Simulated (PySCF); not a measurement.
Compound: C₆H₁₂NOP.
Atom-mapped SMILES: `[CH3:1][NH:2][P:3]1[CH2:4][CH2:5][C:6](=[O:7])[CH2:8][CH2:9]1` (hydrogens: H10, H11, H12 on C1; H13 on N2; H14, H15 on C4; H16, H17 on C5; H18, H19 on C8; H20, H21 on C9)

The same species was optimised twice, with GFN2-xTB and with PBE0-D3(BJ)/def2-SVP (PySCF), and the same property calculations (PySCF, gas phase) were run on both structures.

```json
{"coordinate": "N2–P3 (Å)", "GFN2-xTB": "1.734", "PBE0-D3(BJ)/def2-SVP": "1.758", "change": "+0.024"}
{"coordinate": "C1–N2 (Å)", "GFN2-xTB": "1.457", "PBE0-D3(BJ)/def2-SVP": "1.449", "change": "-0.008"}
{"coordinate": "C6–C8 (Å)", "GFN2-xTB": "1.509", "PBE0-D3(BJ)/def2-SVP": "1.515", "change": "+0.006"}
{"coordinate": "C5–C6 (Å)", "GFN2-xTB": "1.508", "PBE0-D3(BJ)/def2-SVP": "1.513", "change": "+0.005"}
{"coordinate": "P3–C4 (Å)", "GFN2-xTB": "1.862", "PBE0-D3(BJ)/def2-SVP": "1.858", "change": "-0.004"}
{"coordinate": "P3–C9 (Å)", "GFN2-xTB": "1.858", "PBE0-D3(BJ)/def2-SVP": "1.854", "change": "-0.004"}
{"coordinate": "C6=O7 (Å)", "GFN2-xTB": "1.206", "PBE0-D3(BJ)/def2-SVP": "1.209", "change": "+0.003"}
{"coordinate": "C4–C5 (Å)", "GFN2-xTB": "1.530", "PBE0-D3(BJ)/def2-SVP": "1.528", "change": "-0.002"}
{"coordinate": "C8–C9 (Å)", "GFN2-xTB": "1.531", "PBE0-D3(BJ)/def2-SVP": "1.531", "change": "0.000"}
{"coordinate": "C4–C5–C6 (°)", "GFN2-xTB": "110.6", "PBE0-D3(BJ)/def2-SVP": "113.6", "change": "+3.0"}
{"coordinate": "C6–C8–C9 (°)", "GFN2-xTB": "111.1", "PBE0-D3(BJ)/def2-SVP": "114.1", "change": "+3.0"}
{"coordinate": "C5–C6–C8 (°)", "GFN2-xTB": "113.9", "PBE0-D3(BJ)/def2-SVP": "116.2", "change": "+2.3"}
{"coordinate": "O7–C6–C8 (°)", "GFN2-xTB": "123.0", "PBE0-D3(BJ)/def2-SVP": "121.7", "change": "-1.3"}
{"coordinate": "P3–C9–C8 (°)", "GFN2-xTB": "114.6", "PBE0-D3(BJ)/def2-SVP": "115.9", "change": "+1.3"}
{"coordinate": "N2–P3–C9 (°)", "GFN2-xTB": "96.3", "PBE0-D3(BJ)/def2-SVP": "97.6", "change": "+1.3"}
{"coordinate": "C5–C6–O7 (°)", "GFN2-xTB": "123.1", "PBE0-D3(BJ)/def2-SVP": "122.1", "change": "-1.0"}
{"coordinate": "P3–C4–C5 (°)", "GFN2-xTB": "114.2", "PBE0-D3(BJ)/def2-SVP": "115.2", "change": "+1.0"}
{"coordinate": "C1–N2–P3–C4 (°)", "GFN2-xTB": "-80", "PBE0-D3(BJ)/def2-SVP": "-83", "change": "-3"}
```

Rotational constants: A = 2407, B = 1002, C = 915.0 MHz (GFN2-xTB) against A = 2371, B = 972.1, C = 890.2 MHz (PBE0-D3(BJ)/def2-SVP). Point groups within 0.08 Å: C1 and C1.

On the GFN2-xTB structure: HOMO (eV) -6.07 [PBE0/pcSseg-1]; LUMO (eV) -0.30 [PBE0/pcSseg-1]; dipole (D) 3.57 [PBE0/pcSseg-1]; GIAO shielding of C1 (ppm) 153.9 [PBE0/pcSseg-1]; GIAO shielding of N2 (ppm) 237.9 [PBE0/pcSseg-1]; GIAO shielding of P3 (ppm) 298.7 [PBE0/pcSseg-1]; GIAO shielding of C4/C9 (mean) (ppm) 152.6 [PBE0/pcSseg-1]; GIAO shielding of C5/C8 (mean) (ppm) 149.1 [PBE0/pcSseg-1]; GIAO shielding of C6 (ppm) -28.0 [PBE0/pcSseg-1]; GIAO shielding of O7 (ppm) -333.9 [PBE0/pcSseg-1].

Problem. What do these properties become on the PBE0-D3(BJ)/def2-SVP structure?

Solution. 
| property | level | on GFN2-xTB | on PBE0-D3(BJ)/def2-SVP | change |
| --- | --- | --- | --- | --- |
| HOMO (eV) | PBE0/pcSseg-1 | -6.07 | -6.09 | -0.02 |
| LUMO (eV) | PBE0/pcSseg-1 | -0.30 | -0.37 | -0.07 |
| dipole (D) | PBE0/pcSseg-1 | 3.57 | 3.33 | -0.24 |
| energy, GFN2-xTB geometry as zero (kcal/mol) | PBE0/pcSseg-1 | 0.0 | -1.3 | -1.3 |
| GIAO shielding of C1 (ppm) | PBE0/pcSseg-1 | 153.9 | 151.8 | -2.1 |
| GIAO shielding of N2 (ppm) | PBE0/pcSseg-1 | 237.9 | 239.2 | +1.3 |
| GIAO shielding of P3 (ppm) | PBE0/pcSseg-1 | 298.7 | 292.1 | -6.6 |
| GIAO shielding of C4/C9 (mean) (ppm) | PBE0/pcSseg-1 | 152.6 | 154.3 | +1.7 |
| GIAO shielding of C5/C8 (mean) (ppm) | PBE0/pcSseg-1 | 149.1 | 147.4 | -1.7 |
| GIAO shielding of C6 (ppm) | PBE0/pcSseg-1 | -28.0 | -27.1 | +0.8 |
| GIAO shielding of O7 (ppm) | PBE0/pcSseg-1 | -333.9 | -347.1 | -13.2 |

The heavy atoms differ by 0.079 Å rms after alignment. Among bonds between heavy atoms N2–P3 changes most (+0.024 Å). Changes are differences of the printed values. Neither structure is proved a minimum here.
